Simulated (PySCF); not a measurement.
Several orderings of computed values.

All species are isolated and taken at one optimised geometry, non-relativistic unless stated; the electronic structure was computed with PySCF and density fitting.

The conformers computed, where there is a choice (atom-mapped SMILES and torsion angles):
- `[CH2:1]=[C:2]([CH3:3])[C@@H:4]1[CH2:5][SiH2:6][C@H:7]1[O:8][SiH3:9]`: C1–C2–C4–C5 58°, Si6–C7–O8–Si9 179°
- `[CH3:1][c:2]1[cH:3][p:4][c:5]([C:6]([CH3:7])([CH3:8])[CH3:9])[s:10]1`: P4–C5–C6–C7 117°
- `[CH3:1][c:2]1[p:3][c:4]([C:5]([CH3:6])([CH3:7])[CH3:8])[cH:9][s:10]1`: P3–C4–C5–C6 180°
- `[CH:1]#[C:2][P@@:3](=[S:4])([CH2:5][CH2:6][CH3:7])[CH:8]1[CH2:9][CH2:10]1`: C2–P3–C5–C6 -71°, P3–C5–C6–C7 -175°, C2–P3–C8–C9 166°
- `[CH3:1][C:2](=[O:3])[C@@H:4]1[CH2:5][C@@:6]1([SiH3:7])[CH2:8][SiH3:9]`: C1–C2–C4–C5 -132°, C5–C6–C8–Si9 142°

The conformers of `C=CC[C@]1(C)C[SiH2]O[SiH2]1` and `CNP1(=N)CCPCC1` aren't listed.

Problem. Rank by HOMO–LUMO gap, lowest first (PBE0/pcSseg-1 at GFN2-xTB geometries).
A. `Cc1cpc(C(C)(C)C)s1`
B. `CC1=PC(C(C)(C)C)=CS1`
C. `C=C(C)[C@@H]1C[SiH2][C@H]1O[SiH3]`
D. `C#C[P@@](=S)(CCC)C1CC1`

Solution. A (5.35 eV), B (5.49 eV), D (6.27 eV), C (6.77 eV).

Problem. Rank by smallest rotational constant, highest first (GFN2-xTB).
A. `CC(=O)[C@@H]1C[C@@]1([SiH3])C[SiH3]`
B. `C#C[P@@](=S)(CCC)C1CC1`
C. `[SiH3]C1=CC=CC=C1`
D. `c1n(C)cpc1C#N`

Solution. C (1.193 GHz), D (0.958 GHz), A (0.729 GHz), B (0.618 GHz).

Problem. Give the two extremes of that set in cm⁻¹.

Solution. `C#C[P@@](=S)(CCC)C1CC1`: 0.0206 cm⁻¹; `[SiH3]c1ccccc1`: 0.0398 cm⁻¹.

Problem. Rank by HOMO energy, highest first (PBE0/pcSseg-1 at GFN2-xTB geometries).
A. `Cc1pc(C(C)(C)C)cs1`
B. `[SiH2]1O[SiH2]C[C@@]1(C)CC=C`
C. `C=C(C)[C@@H]1C[SiH2][C@H]1O[SiH3]`
D. `[SiH3]c1ccccc1`
E. `CNP1(=N)CCPCC1`

Solution. E (-6.50 eV), A (-6.61 eV), C (-6.91 eV), D (-7.42 eV), B (-7.56 eV).

Problem. Give the two extremes of that set in hartree.

Solution. `C=CC[C@]1(C)C[SiH2]O[SiH2]1`: -0.278 Eh; `CNP1(=N)CCPCC1`: -0.239 Eh.

Problem. Rank by dipole moment, lowest first (PBE0/pcSseg-1 at GFN2-xTB geometries).
A. `CC(c1sc(cp1)C)(C)C`
B. `CC(=O)[C@@H]1C[C@@]1([SiH3])C[SiH3]`
C. `CC1=PC(C(C)(C)C)=CS1`
D. `C#C[P@@](=S)(CCC)C1CC1`
E. `C=C(C)[C@@H]1C[SiH2][C@H]1O[SiH3]`

Solution. C (0.79 D), E (0.97 D), A (1.40 D), B (3.63 D), D (4.05 D).
